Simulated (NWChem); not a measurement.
System: NbO, quartet; SMILES [Nb]=[O]

```xyz
2

Nb     0.0000     0.0000    -0.2734
O      0.0000     0.0000     1.4012
```
Atoms are numbered in this order, from 1.

Program: NWChem. Spin-unrestricted. Medium grid unless said otherwise, to which SCAN and Minnesota functionals are sensitive. Geometry: optimised at PBE0-D3(BJ)/def2-TZVP, spin-unrestricted. No stability test was run on the SCF state. def2 effective core potentials on Nb; no spin-orbit coupling.

### Question
Order these by “lowest empty minus highest occupied level, either spin (eV)”, lowest first: MN15/def2-SVP; PBE0/def2-SVP; B3LYP/def2-SVP; LRC-wPBEh/def2-SVP.

### Answer
B3LYP/def2-SVP (2.43), PBE0/def2-SVP (3.32), MN15/def2-SVP (4.78), LRC-wPBEh/def2-SVP (6.29)
